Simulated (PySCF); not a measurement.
Calcium: a sound run and one with changed settings

Sound run: Ca [Ar] 4s2, Ca⁺ [Ar] 4s1. All numbers are calculated (PySCF 2.14, scalar relativity by spin-free X2C-1e, in aug-cc-pVDZ-X2C (6s5p3d, 36 functions)). The sound run starts from symmetry-adapted Hartree-Fock orbitals and uses a fine grid where one is needed.

Changed run: initial guess atom, at most 3 SCF cycles. This setting is unsound on purpose.

```
species  method  sound run (hartree)  changed run (hartree)  converged
     Ca     UHF           -679.62922             -679.62922         no
     Ca    MN15           -680.66600             -680.66600         no
     Ca    TPSS           -680.46433             -680.46433         no
    Ca⁺     UHF           -679.44009             -679.44004         no
    Ca⁺    MN15           -680.43311             -680.43309         no
    Ca⁺    TPSS           -680.24289             -680.24289         no
```

The SCF was stopped early; the energies are upper bounds that still move, and correlated levels were skipped or rest on poor orbitals.
